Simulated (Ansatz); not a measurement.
The inner images of a band of CH$_{7}$FOSi$_{2}$ (12 atoms, charge 0, multiplicity 1) are given out of order.

Theory: RKS PBE/def2-SVP (Ansatz 0.2.0).

Initial state:

```xyz
12
Properties=species:S:1:pos:R:3
O -1.819 -0.137 2.019
C -1.354 0.162 0.708
Si 0.524 -0.205 0.509
Si 1.343 0.230 -1.658
F 1.045 1.813 -2.016
H -1.715 -1.098 2.152
H -1.937 -0.357 -0.093
H -1.518 1.249 0.544
H 0.738 -1.673 0.799
H 1.304 0.580 1.530
H 0.642 -0.615 -2.690
H 2.826 -0.005 -1.769
```

Final state:

```xyz
12
Properties=species:S:1:pos:R:3
O -1.886 -0.405 1.916
C -1.396 -0.039 0.631
Si 0.478 -0.426 0.436
Si 1.354 0.292 -1.631
F 1.008 1.899 -1.787
H -1.427 0.153 2.570
H -1.964 -0.637 -0.114
H -1.588 1.032 0.375
H 0.729 -1.903 0.600
H 1.207 0.288 1.549
H 0.716 -0.430 -2.789
H 2.847 0.122 -1.721
```

Put them in order from the first end to the last, with their energies above the first end.
A.
```xyz
12
Properties=species:S:1:pos:R:3
O -1.923 -0.488 1.861
C -1.392 0.004 0.637
Si 0.485 -0.367 0.453
Si 1.352 0.278 -1.641
F 1.029 1.879 -1.874
H -1.440 -0.052 2.587
H -1.940 -0.510 -0.182
H -1.572 1.097 0.484
H 0.737 -1.842 0.639
H 1.210 0.361 1.559
H 0.688 -0.494 -2.752
H 2.841 0.079 -1.737
```
B.
```xyz
12
Properties=species:S:1:pos:R:3
O -1.997 -0.230 1.884
C -1.390 0.082 0.638
Si 0.479 -0.307 0.489
Si 1.326 0.261 -1.634
F 1.026 1.862 -1.894
H -1.326 -0.594 2.485
H -1.910 -0.463 -0.188
H -1.518 1.167 0.405
H 0.706 -1.783 0.727
H 1.228 0.436 1.568
H 0.643 -0.523 -2.722
H 2.811 0.037 -1.723
```
C.
```xyz
12
Properties=species:S:1:pos:R:3
O -1.827 -0.042 2.010
C -1.362 0.129 0.677
Si 0.513 -0.254 0.496
Si 1.343 0.248 -1.650
F 1.040 1.845 -1.932
H -1.637 -0.962 2.273
H -1.941 -0.468 -0.071
H -1.529 1.194 0.409
H 0.717 -1.728 0.769
H 1.287 0.510 1.537
H 0.648 -0.549 -2.722
H 2.826 0.022 -1.762
```
D.
```xyz
12
Properties=species:S:1:pos:R:3
O -1.915 -0.070 1.952
C -1.379 0.101 0.647
Si 0.492 -0.283 0.494
Si 1.333 0.259 -1.637
F 1.029 1.859 -1.897
H -1.440 -0.798 2.392
H -1.923 -0.499 -0.127
H -1.531 1.166 0.361
H 0.699 -1.760 0.745
H 1.252 0.461 1.561
H 0.644 -0.525 -2.723
H 2.817 0.035 -1.736
```
E.
```xyz
12
Properties=species:S:1:pos:R:3
O -1.987 -0.423 1.832
C -1.393 0.051 0.632
Si 0.480 -0.332 0.474
Si 1.337 0.264 -1.637
F 1.023 1.862 -1.897
H -1.342 -0.331 2.555
H -1.919 -0.443 -0.214
H -1.537 1.151 0.476
H 0.725 -1.802 0.704
H 1.208 0.418 1.565
H 0.658 -0.524 -2.726
H 2.823 0.052 -1.731
```

C (+0.6 kJ/mol), D (+4.6 kJ/mol), B (+8.6 kJ/mol), E (+3.9 kJ/mol), A (+0.1 kJ/mol).

Run time: 99 s on 2 threads of Arm Neoverse V1, with other jobs on the host, peak memory 0.15 GiB.
